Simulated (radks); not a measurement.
Problem. Species: Pd+. Configuration: [Kr] 4d7 5d2 (not the ground configuration). Method: scalar-relativistic Kohn-Sham, PBE, spin-unpolarised, spherical densities, finite nucleus; Fermi nuclear charge, rms radius 4.5318 fm; computed with a radial shooting solver on a logarithmic mesh with Libxc functionals. Some entries of the table are withheld. Estimate them.

| orbital | occ. | eigenvalue (eV) | <r^2> (bohr^2) |
|---|---|---|---|
| 1s | 2 | -24194.17 | 0.001371 |
| 2s | 2 | (1) | 0.02256 |
| 2p | 6 | -3192.426 | 0.01777 |
| 3s | 2 | -665.0991 | 0.1646 |
| 3p | 6 | -545.1291 | 0.1666 |
| 3d | 10 | (2) | 0.1525 |
| 4s | 2 | -113.4810 | 0.9963 |
| 4p | 6 | -78.8726 | (3) |
| 4d | 7 | -29.1754 | 2.047 |
| 5s | 0 | -18.9789 | 7.090 |
| 5p | 0 | -12.3396 | 10.76 |
| 5d | 2 | -5.2723 | 26.93 |

Solution. 
(1) 2s eigenvalue (eV): -3557.377
(2) 3d eigenvalue (eV): -354.6044
(3) 4p <r^2> (bohr^2): 1.199
